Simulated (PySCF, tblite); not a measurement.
Isomers of C5H7FO2Si, one GFN2-xTB conformer each. Single-point energies are computed at PBE0/pcSseg-1 (PySCF, gas phase, no added dispersion term), electronic only.

```
                     SMILES  GFN2-xTB relative energy (kJ/mol)
  C=C1O[SiH2]C(F)=C[C@@H]1O                              175.8
       O=C1CC([SiH2]F)=CCO1                               26.2
         O=C1OCC=C1C[SiH2]F                                0.0
      COC1=C[Si@@H](O)C=C1F                              195.8
   C[C@@]1(F)C=CO[SiH2]C1=O                              144.9
O=C(O)[C@@H]1C=C(F)C[SiH2]1                              194.6
         O=C1OCCC=C1[SiH2]F                               12.7
           FCC#C[SiH]1OCCO1                              114.4
  O=C=C(C=O)[C@H]([SiH3])CF                              301.6
```

Conformers: `[CH2:1]=[C:2]1[O:3][SiH2:4][C:5]([F:6])=[CH:7][C@@H:8]1[OH:9]` with C7–C8–O9–H 51°, C1–C2–O3–Si4 172°, C2–O3–Si4–C5 -32°, O3–Si4–C5–F6 -139°, C5–C7–C8–O9 55°; `[O:1]=[C:2]1[CH2:3][C:4]([SiH2:5][F:6])=[CH:7][CH2:8][O:9]1` with C3–C4–Si5–F6 -50°, O1–C2–C3–C4 135°, C2–C3–C4–Si5 -134°, C4–C7–C8–O9 -42°, C7–C8–O9–C2 42°; `[O:1]=[C:2]1[O:3][CH2:4][CH:5]=[C:6]1[CH2:7][SiH2:8][F:9]` with C5–C6–C7–Si8 -107°, C6–C7–Si8–F9 61°; `[CH3:1][O:2][C:3]1=[CH:4][Si@@H:5]([OH:6])[CH:7]=[C:8]1[F:9]` with C1–O2–C3–C4 1°, C4–Si5–O6–H 53°; `[CH3:1][C@@:2]1([F:3])[CH:4]=[CH:5][O:6][SiH2:7][C:8]1=[O:9]` with C1–C2–C4–C5 175°, C4–C5–O6–Si7 -17°, C5–O6–Si7–C8 -4°, O6–Si7–C8–O9 -126°; `[O:1]=[C:2]([OH:3])[C@@H:4]1[CH:5]=[C:6]([F:7])[CH2:8][SiH2:9]1` with O1–C2–O3–H 2°, O1–C2–C4–C5 -145°; `[O:1]=[C:2]1[O:3][CH2:4][CH2:5][CH:6]=[C:7]1[SiH2:8][F:9]` with C6–C7–Si8–F9 -12°, O1–C2–O3–C4 -173°, C2–O3–C4–C5 -44°, O3–C4–C5–C6 52°, C4–C5–C6–C7 -27°; `[F:1][CH2:2][C:3]#[C:4][SiH:5]1[O:6][CH2:7][CH2:8][O:9]1` with C4–Si5–O6–C7 -126°, Si5–O6–C7–C8 15°, O6–C7–C8–O9 -17°, C7–C8–O9–Si5 12°; `[O:1]=[C:2]=[C:3]([CH:4]=[O:5])[C@H:6]([SiH3:7])[CH2:8][F:9]` with C2–C3–C4–O5 -179°, C2–C3–C6–Si7 89°, C3–C6–C8–F9 65°.

Problem. What does PBE0/pcSseg-1 give for the same structures?

Solution. 
| SMILES | PBE0/pcSseg-1 E (Eh) | PBE0/pcSseg-1 (kJ/mol) | GFN2-xTB (kJ/mol) | point group |
| --- | --- | --- | --- | --- |
| O=C1OCC=C1C[SiH2]F | -733.92576 | 0.0 | 0.0 | C1 |
| O=C1OCCC=C1[SiH2]F | -733.92079 | 13.1 | 12.7 | C1 |
| O=C1CC([SiH2]F)=CCO1 | -733.90996 | 41.5 | 26.2 | C1 |
| O=C(O)[C@@H]1C=C(F)C[SiH2]1 | -733.87524 | 132.6 | 194.6 | C1 |
| COC1=C[Si@@H](O)C=C1F | -733.86497 | 159.6 | 195.8 | C1 |
| C[C@@]1(F)C=CO[SiH2]C1=O | -733.85745 | 179.4 | 144.9 | C1 |
| FCC#C[SiH]1OCCO1 | -733.85643 | 182.0 | 114.4 | C1 |
| C=C1O[SiH2]C(F)=C[C@@H]1O | -733.83437 | 240.0 | 175.8 | C1 |
| O=C=C(C=O)[C@H]([SiH3])CF | -733.82019 | 277.2 | 301.6 | C1 |

Both levels put the same isomer lowest; measured from each level's own lowest isomer, the values differ by up to 67.6 kJ/mol (FCC#C[SiH]1OCCO1: 114.4 against 182.0). As drawn, the lowest has a C(=O)–O unit and an Si–F bond, which the highest lacks; the highest has cumulated double bonds, which the lowest lacks. Neighbours under 10 kJ/mol apart (C[C@@]1(F)C=CO[SiH2]C1=O and FCC#C[SiH]1OCCO1) can change places with a better method, another conformer or zero-point energy.

Problem. Which frontier levels, dipoles and rotational constants go with these structures?

Solution. 
```csv
SMILES,"HOMO (eV, PBE0/pcSseg-1)",LUMO (eV),dipole (D),"A, B, C (MHz)"
O=C1OCC=C1C[SiH2]F,-7.80,-1.29,3.85,"2440, 932.8, 804.4"
O=C1OCCC=C1[SiH2]F,-8.14,-1.77,4.45,"2478, 1012, 746.9"
O=C1CC([SiH2]F)=CCO1,-7.64,-1.28,4.38,"2660, 839.5, 699.0"
O=C(O)[C@@H]1C=C(F)C[SiH2]1,-7.22,-0.10,1.72,"2293, 1018, 822.8"
COC1=C[Si@@H](O)C=C1F,-6.58,-1.50,2.49,"2172, 1003, 724.1"
C[C@@]1(F)C=CO[SiH2]C1=O,-6.85,-1.62,1.26,"2042, 1405, 1129"
FCC#C[SiH]1OCCO1,-7.96,-0.61,2.64,"4230, 523.5, 511.8"
C=C1O[SiH2]C(F)=C[C@@H]1O,-6.91,-0.84,2.04,"2172, 1197, 1047"
O=C=C(C=O)[C@H]([SiH3])CF,-7.38,-1.75,1.02,"1429, 1264, 852.8"
```

Problem. What happens when harmonic zero-point energies from GFN2-xTB frequencies are added?

Solution. 
```csv
SMILES,ZPE (kJ/mol),electronic (kJ/mol),with ZPE (kJ/mol)
O=C1OCC=C1C[SiH2]F,286.0,0.0,0.0
O=C1OCCC=C1[SiH2]F,288.3,13.1,15.3
O=C1CC([SiH2]F)=CCO1,287.3,41.5,42.8
O=C(O)[C@@H]1C=C(F)C[SiH2]1,284.0,132.6,130.7
COC1=C[Si@@H](O)C=C1F,287.3,159.6,160.9
C[C@@]1(F)C=CO[SiH2]C1=O,283.9,179.4,177.2
FCC#C[SiH]1OCCO1,291.9,182.0,187.9
C=C1O[SiH2]C(F)=C[C@@H]1O,284.5,240.0,238.4
O=C=C(C=O)[C@H]([SiH3])CF,272.7,277.2,263.8
```

The zero-point energies span 19.2 kJ/mol. The order is unchanged.
